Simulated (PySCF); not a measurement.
**Functional benchmark on one molecule**

Molecule: `C[Si](OC)(C)OC`, C4H12O2Si.

Structure with atom numbers: `[CH3:1][O:2][Si:3]([CH3:4])([CH3:5])[O:6][CH3:7]`; H(Xn) means a hydrogen on atom n.

Geometry PBE0-D3(BJ)/def2-SVP throughout; GIAO in PySCF 2.14.0 with density-fitted response routines, gas phase, one conformer, non-relativistic; equivalent atoms averaged; basis pcSseg-1.

Reference values (measured; solution; W. Buchner, W. Wolfsberger, Z. Naturforsch. 32b (1977) 967): δ(Si3) = -2.5 ppm vs TMS. Computed shifts are taken against TMS, calculated as an isolated molecule at each level.

How do the functionals HF, LDA, BP86, OPBE, KT2, B97-D, PBE0, WP04, B97-2, LC-wPBE perform against the reference? Times are CPU seconds on shared hosts with different chips, so compare them loosely; the GGAs took longer than the global hybrids here, which isn't the general rule, and the cause wasn't traced.

Answers


```
functional                    kind    Si3  abs. error Si  core-s
        HF            Hartree–Fock   -2.4            0.1      12
       LDA                     LDA    9.4           11.9      38
      BP86                     GGA    3.0            5.5      40
      OPBE                     GGA    3.7            6.2      40
       KT2                     GGA    5.5            8.0      41
     B97-D                     GGA   -2.4            0.1      42
      PBE0           global hybrid    4.4            6.9      27
      WP04           global hybrid  -11.4            8.9      36
     B97-2           global hybrid    1.1            3.6      26
   LC-wPBE  range-separated hybrid   10.5           13.0      48
```

For 29Si the closest is HF (0.1 ppm, with B97-D practically level) and the furthest LC-wPBE (13.0 ppm). One molecule is a small sample, and vibrational and solvent effects are absent from the calculation.
